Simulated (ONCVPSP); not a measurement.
# gold: excitation energies, all-electron against ONCV

gold, optimised norm-conserving Vanderbilt (ONCV), made with ONCVPSP 4.0.1 (PBE, scalar-relativistic). Core [Xe] 4f14, reference 5d9.5 (charge +1.5). Waves: s scattering state at 0.18 Ha: rc 2.20 bohr, ncon 3, nbas 8, qcut 2.6 1/bohr, 2 projectors, debl 4 Ha; p scattering state at 0.03 Ha: rc 2.35 bohr, ncon 4, nbas 7, qcut 4.1 1/bohr, 2 projectors, debl 2.5 Ha; 5d: rc 2.30 bohr, ncon 4, nbas 9, qcut 6.2 1/bohr, 2 projectors, debl 2.6 Ha. Local part: polynomial inside 1.55 bohr (lpopt 1, dvloc0 0 Ha). Core correction: Teter function, fcfact 1.75, rcfact 1.1.

In the s channel the program set the typed energies aside and used 0.050, 4.050 Ha. In the p channel the program set the typed energies aside and used 0.050, 2.550 Ha.

Energies are relative to the spin-unpolarised reference configuration 5d9.5; without spin polarisation the order of configurations can differ from experiment.

Give the all-electron excitation energy and the error of the potential for: 5d10 6s1; 5d10; 5d9; 5d9 6s1.

```tsv
valence configuration	charge	ΔE all-electron (eV)	error AE − PS (meV)
5d10 6s1	0	-18.512	+154
5d10	+1	-9.103	+1.8
5d9	+2	12.105	-1.7
5d9 6s1	+1	-6.388	+149
```

Levels in the configuration 5d9:

```json
{"level": "5d", "all-electron (eV)": "-27.334", "pseudo (eV)": "-27.334"}
```

Note: no bound ghost flagged; GHOST(+) flagged for s at 58.9 eV, p at 73.2 eV.
